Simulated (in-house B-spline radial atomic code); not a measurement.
Configurations of the vanadium ion V⁷⁺, with energies counted from [Ne] 3s2 (3p1/2)2 (3p3/2)2. Computed with a B-spline radial code for spherical atoms: Dirac-Hartree-Fock, average of each configuration as written, Fermi nucleus of rms radius 3.6002 fm. Energies include first-order Breit, QED and recoil terms.

Occupations are held fixed; configurations that lie above the ionisation limit could autoionise.

| configuration | E - E(ref) (eV) | highest orbital | its <r> (bohr) |
| --- | --- | --- | --- |
| [Ne] 3s2 (3p3/2)3 4s1 | 88.575 | 4s1/2 | 1.88 |
| [Ne] 3s2 (3p1/2)2 (3p3/2)1 (4d5/2)1 | 110.19 | 4d5/2 | 2.161 |
| [Ne] 3s2 (3p1/2)2 (3p3/2)1 (5p1/2)1 | 128.63 | 5p1/2 | 3.434 |
| [Ne] 3s2 (3p1/2)2 (3p3/2)1 (5f5/2)1 | 139.08 | 5f5/2 | 3.766 |
| [Ne] 3s2 (3p1/2)1 (3p3/2)2 (7d3/2)1 | 155.61 | 7d3/2 | 7.998 |
| [Ne] 3s2 (3p1/2)2 (3p3/2)1 (7g7/2)1 | 157.18 | 7g7/2 | 7.908 |
| [Ne] 3s1 (3p1/2)2 (3p3/2)2 (6p1/2)1 | 175.76 | 6p1/2 | 5.257 |

(1) Order these further configurations by energy, lowest first.
A. [Ne] 3s2 (3p3/2)3 (4f5/2)1
B. [Ne] 3s2 (3p1/2)1 (3p3/2)2 (6g7/2)1
C. [Ne] 3s2 (3p3/2)4
D. [Ne] 3s1 (3p3/2)4 (6d5/2)1
E. [Ne] 3s2 (3p3/2)3 5s1

(2) How far above the reference does [He] 2s2 (2p1/2)1 (2p3/2)4 3s2 (3p1/2)2 (3p3/2)2 7s1 lie?

(3) How far above the reference does [Ne] 3s2 (3p1/2)2 (3p3/2)1 (4p1/2)1 lie?

(4) How far above the reference does [Ne] 3s1 (3p3/2)4 (4f7/2)1 lie?

## Answers

(1) C (2.976 eV), A (121.3 eV), E (126.71 eV), B (150.89 eV), D (182.33 eV).

(2) 661.77 eV; its least bound orbital is 7s1/2 with <r> = 7.085 bohr.

(3) 95.548 eV; its least bound orbital is 4p1/2 with <r> = 1.981 bohr.

(4) 153.18 eV; its least bound orbital is 4f7/2 with <r> = 2.111 bohr.
